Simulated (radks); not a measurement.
Results of a calculation; reference values are marked as such.
The gadolinium ion Gd59+, configuration 1s1 2s2 2p1 3s1 (not the ground configuration).

Level of theory: scalar-relativistic Kohn-Sham, RPBE, spin-unpolarised, spherical densities, finite nucleus; Fermi nuclear charge, rms radius 5.1569 fm (a radial shooting solver on a logarithmic mesh with Libxc functionals).

Energy parts (eV):
part                      energy
total                 -107399.84
kinetic                118879.18
electron-nucleus      -228933.21
Hartree                  3818.83
exchange-correlation    -1164.63

Orbitals (lengths in bohr, moments of r in powers of bohr):
orbital,occ.,eigenvalue (eV),<r^4>,<r>
1s,1,-57220.31,1.091e-06,0.02171
2s,2,-13834.15,0.0001412,0.08834
2p,1,-13102.21,0.00009779,0.07684
3s,1,-5892.216,0.003374,0.2059
3p,0,-5669.518,0.003032,0.1973
4s,0,-3233.378,0.03370,0.3734

The highest occupied level is 3s at -5892.2 eV. The electron density at the nucleus is 3.803e+05 e/bohr^3 (large components only).
